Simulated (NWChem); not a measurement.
Molecule: SiOH, doublet; SMILES O=[SiH]

```xyz
3

O     -0.0576    -1.0253     0.0000
Si     0.1650     0.4988     0.0000
H     -1.0597     1.4259     0.0000
```
Atoms are numbered in this order, from 1.

Level: PBE0/def2-SVP, spin-unrestricted (NWChem), optimised geometry, unscaled harmonic frequencies. In the optimisation the excess spin sits in a' (Cs, its own frame).

| frequency (cm⁻¹) | IR intensity (km/mol) |
|---|---|
| 617 | 10.2 |
| 1178 | 20.8 |
| 1936 | 79.1 |

```
Quantity                                                                                              Value
-----------------------------------------------------------------------------------------  ----------------
zero-point energy                                                                              5.3 kcal/mol
thermal correction to the enthalpy at 298.15 K (with zero-point energy)                        7.8 kcal/mol
heat capacity Cv                                                                            7.2 cal/(mol K)
entropy at 298.15 K and 1 atm (symmetry number 1, electronic part: spin degeneracy alone)  57.8 cal/(mol K)
dipole moment                                                                                        3.04 D
```

Rigid rotor and harmonic oscillator.
